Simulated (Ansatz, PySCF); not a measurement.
Gas-phase reaction (SMILES): C[Si](C)(C)O [hydroxy(trimethyl)silane] + F (HF) -> C[Si](C)(C)F [fluoro(trimethyl)silane] + O (H2O); hydrogen fluoride cleaves one Si-O bond, a model of a ligand-exchange step.

Structures are relaxed separately at B3LYP-D3(BJ)/def2-TZVP in Ansatz (an electronic-structure program), one conformer each, not searched for the lowest. Cores are frozen in the correlated levels unless marked. No spin-orbit coupling. No relativistic terms. CBS marks a two-point X^-3 extrapolation of the correlation energy; Hartree-Fock from the larger set. Thermal terms are rigid-rotor harmonic-oscillator values from B3LYP-D3(BJ) frequencies (Ansatz or PySCF) at 298.15 K and 1 atm. 1 Eh = 627.5095 kcal/mol.

```csv
species,"E, CCSD(T)/CBS(cc-pV(T+d)Z,cc-pV(Q+d)Z) (Ansatz) (Eh)","E, wB97X-V/def2-TZVPD (Ansatz) (Eh)",H - E (Eh)
C[Si](C)(C)O,-484.51204,-485.12936,0.13401
F (HF),-100.39146,-100.45520,0.01259
C[Si](C)(C)F,-508.54862,-509.17032,0.12234
O (H2O),-76.37426,-76.43464,0.02495
```

### Question
Work out ΔE and ΔH at 298.15 K at the first level, then ΔH at the second.

### Answer

1. ΔE = [(-508.54862) + (-76.37426)] - [(-484.51204) + (-100.39146)] = -0.01938 Eh = -12.2 kcal/mol at CCSD(T)/CBS(cc-pV(T+d)Z,cc-pV(Q+d)Z).
2. The terms H - E add up to 0.00069 Eh, so ΔH = (-0.01938 + (0.00069))×627.5095 = -11.7 kcal/mol.
3. At wB97X-V/def2-TZVPD the same steps give ΔE = -12.8 and ΔH = -12.4 kcal/mol, a shift of -0.7 from the first level.
4. These values are not checked against measurement here, since the tables used lack a sound gas-phase enthalpy of formation for at least one species.
